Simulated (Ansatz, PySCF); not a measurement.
C2H4Cl2Sn, SMILES C=[CH][SnH]([Cl])[Cl]. Atoms are numbered in the order given.

```xyz
9

Sn     0.2421    -0.1171     0.3952
Cl    -0.5937     2.0357    -0.0472
Cl     1.7095    -0.6556    -1.3588
C     -1.4456    -1.3929     0.2993
C     -2.6565    -0.8971     0.0392
H      1.1906    -0.0262     1.8089
H     -1.2941    -2.4674     0.4518
H     -3.5367    -1.5473    -0.0238
H     -2.8216     0.1735    -0.1257
```
Charge 0, spin multiplicity 1.

The structure is a stationary point at PBE0-D3(BJ)/def2-SVP. The structure was generated by enumeration; whether it is a known compound was not checked. The def2 effective core potentials stand for the cores of Sn; spin–orbit coupling is left out. The values are those of a single conformer.

Vertical ionisation energy (IE) and electron affinity (EA) in eV. Rows of orbital energies are one-electron estimates. Where ΔSCF, EOM or ADC give a negative EA the extra electron is unbound and the value depends on the basis.

| level | IE | EA |
|---|---|---|
| −ε(HOMO), −ε(LUMO), PBE0/def2-TZVP (PySCF) | 8.64 | 1.46 |
| −ε(HOMO), −ε(LUMO), PBE/def2-TZVP (PySCF) | 7.33 | 2.38 |
| ΔSCF, PBE0/def2-SVPD (Ansatz), final states of multiplicity 2 and 2 | 10.51 | 0.01 |
| ΔSCF, PBE/def2-SVPD (Ansatz), final states of multiplicity 2 and 2 | 10.01 | 0.19 |

**Question.** What vertical singlet–triplet gap does ΔSCF give with PBE0/def2-SVPD (Ansatz, a program for electronic structure) and with PBE/def2-SVPD (Ansatz)? (Estimate from the structure and the level; the computed values follow.)

**Answer.** 4.18 and 4.33 eV (triplet above singlet where positive).
